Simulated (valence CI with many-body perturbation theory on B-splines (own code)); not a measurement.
Level structure of Cd33+

Computed by relativistic CI+MBPT: five valence electrons over a frozen Dirac-Fock core [Ne], a basis of 11 s, 11 p, 10 d, 8 f, 5 g, 2 h functions for each j, with the one-electron correlation potential Σ1, the two-electron term Σ2, the three-electron term Σ3, Breit, model QED; selected CI, second order for the rest, scaled by the run's own slope (own B-spline code, finite nucleus).

The last digits are not significant, and no measured levels were compared; by estimate large intervals hold to a few tenths of a per cent, small ones and those within an open d or f shell to about a per cent. Among the levels kept, up to 4200 cm⁻¹ of a level comes from second order outside the variational space, and about a tenth of that is noise between levels of different J, which matters for small intervals.

Levels 136 to 169 of 169, with energies above the lowest level, (3s^2 3p1/2^2 3p3/2) J=3/2. "Leading %" is the weight of the configuration and term that name the level; weights of strongly mixed levels are sums over their largest components and can fall short. In the jj column 3d3/2^4 stands for four electrons in 3d with j = 3/2. Lifetimes count E1, E2, E3, M1 and M2 decay at the calculated energies, and are blank where another channel may lead or the interval is too uncertain; long ones can be off by a factor of two.

```csv
No.,Configuration,Term,J,E (eV),Leading %,Second component,Lifetime,Leading jj
136,3s3p²3d²,⁶G,3/2,384.46,60,19 % 3s3p²3d² ⁴F,83.9 ps,3s 3p1/2^2 3d3/2^2 (73 %)
137,3s²3p3d²,⁴D°,7/2,386.23,28,10 % 3s²3p3d² ²F°,2.86 ps,3s^2 3p3/2 3d5/2^2 (35 %)
138,3s3p³3d,²D°,5/2,386.76,13,12 % 3s²3p3d² ²F°,2.36 ps,3s^2 3p3/2 3d3/2 3d5/2 (42 %)
139,3s3p²3d²,⁶G,5/2,388.16,41,12 % 3s3p²3d² ⁴F,75.3 ps,3s 3p1/2^2 3d3/2^2 (58 %)
140,3s²3p3d²,⁴P°,5/2,389.90,25,9 % 3s3p³3d ²F°,3.04 ps,3s 3p3/2^3 3d5/2 (35 %)
141,3s3p³3d,²S°,1/2,389.95,34,28 % 3s²3p3d² ²S°,1.72 ps,3s^2 3p3/2 3d3/2 3d5/2 (46 %)
142,3s²3p3d²,²G°,9/2,390.18,33,23 % 3s²3p3d² ⁴F°,3.43 ps,3s^2 3p3/2 3d5/2^2 (65 %)
143,3s²3p3d²,²G°,7/2,390.72,49,16 % 3s3p³3d ²F°,2.28 ps,3s^2 3p3/2 3d3/2 3d5/2 (40 %)
144,3s²3p3d²,⁴S°,3/2,391.68,19,17 % 3s²3p3d² ²P°,1.84 ps,3s^2 3p3/2 3d3/2 3d5/2 (24 %)
145,3s3p³3d,⁴D°,7/2,392.22,22,17 % 3s3p³3d ²F°,3.31 ps,3s 3p3/2^3 3d5/2 (57 %)
146,3s²3p3d²,²D°,3/2,392.87,21,20 % 3s²3p3d² ⁴D°,1.98 ps,3s^2 3p3/2 3d3/2 3d5/2 (43 %)
147,3s²3p3d²,⁴D°,5/2,394.82,16,16 % 3s²3p3d² ²F°,2.32 ps,3s^2 3p3/2 3d3/2 3d5/2 (43 %)
148,3s²3p3d²,²P°,1/2,395.82,22,19 % 3s3p³3d ²P°,2.03 ps,3s 3p3/2^3 3d3/2 (47 %)
149,3s3p²3d²,⁶D,1/2,397.54,42,37 % 3s3p²3d² ⁴P,49.7 ps,3s 3p1/2^2 3d3/2^2 (59 %)
150,3s3p²3d²,⁶G,7/2,397.71,44,20 % 3s3p²3d² ⁶F,35.1 ps,3s 3p1/2^2 3d3/2 3d5/2 (65 %)
151,3s²3p3d²,²D°,3/2,399.19,30,22 % 3s²3p3d² ²P°,2.22 ps,3s^2 3p3/2 3d3/2 3d5/2 (33 %)
152,3s²3p3d²,²G°,9/2,399.76,80,8 % 3s²3p3d² ⁴F°,2.29 ps,3s^2 3p3/2 3d3/2 3d5/2 (74 %)
153,3s3p²3d²,⁶G,5/2,400.41,22,16 % 3p⁴3d ⁴D,26.0 ps,3s 3p1/2^2 3d3/2 3d5/2 (39 %)
154,3p⁴3d,⁴D,3/2,401.40,23,10 % 3p⁴3d ⁴P,19.7 ps,3p1/2^2 3p3/2^2 3d3/2 (51 %)
155,3s3p³3d,²D°,5/2,401.53,21,14 % 3s²3p3d² ²D°,2.16 ps,3s 3p3/2^3 3d5/2 (32 %)
156,3s²3p3d²,²F°,7/2,401.89,31,13 % 3s3p³3d ²F°,2.10 ps,3s^2 3p3/2 3d3/2 3d5/2 (33 %)
157,3s²3p3d²,²D°,3/2,402.54,25,20 % 3s²3p3d² ²P°,1.59 ps,3s^2 3p3/2 3d3/2 3d5/2 (45 %)
158,3s²3p3d²,²D°,5/2,404.38,34,16 % 3s²3p3d² ²F°,1.75 ps,3s^2 3p3/2 3d3/2 3d5/2 (36 %)
159,3s3p²3d²,⁶D,1/2,405.00,19,15 % 3p⁴3d ²P,17.6 ps,3p1/2^2 3p3/2^2 3d3/2 (34 %)
160,3s3p²3d²,⁶D,3/2,406.65,58,19 % 3s3p²3d² ⁴P,19.6 ps,3s 3p1/2^2 3d3/2 3d5/2 (71 %)
161,3s3p²3d²,⁶G,9/2,407.22,26,21 % 3s3p²3d² ⁶F,16.0 ps,3s 3p1/2^2 3d3/2 3d5/2 (43 %)
162,3p⁴3d,⁴D,7/2,407.30,20,17 % 3p⁴3d ⁴F,13.7 ps,3p1/2^2 3p3/2^2 3d3/2 (33 %)
163,3s3p²3d²,⁶D,5/2,409.95,19,15 % 3s3p²3d² ⁶P,12.5 ps,3s 3p1/2^2 3d3/2 3d5/2 (60 %)
164,3s²3p3d²,²P°,3/2,410.41,50,16 % 3s²3p3d² ²D°,2.54 ps,3s^2 3p3/2 3d5/2^2 (49 %)
165,3s²3p3d²,²F°,5/2,411.40,40,19 % 3s²3p3d² ²D°,2.36 ps,3s^2 3p3/2 3d5/2^2 (32 %)
166,3s²3p3d²,²D°,5/2,413.12,47,17 % 3s3p³3d ²D°,2.27 ps,3s^2 3p3/2 3d5/2^2 (37 %)
167,3s²3p3d²,²F°,7/2,413.47,37,31 % 3s²3p3d² ²G°,2.69 ps,3s^2 3p3/2 3d5/2^2 (58 %)
168,3s²3p3d²,²P°,1/2,414.71,48,24 % 3s3p³3d ²P°,1.34 ps,3s^2 3p3/2 3d3/2 3d5/2 (40 %)
169,3p⁴3d,⁴F,9/2,414.80,27,15 % 3s3p²3d² ⁴F,19.2 ps,3p1/2^2 3p3/2^2 3d5/2 (39 %)
```

Where two levels of one J and parity lie close, their mixing, g and order are uncertain.
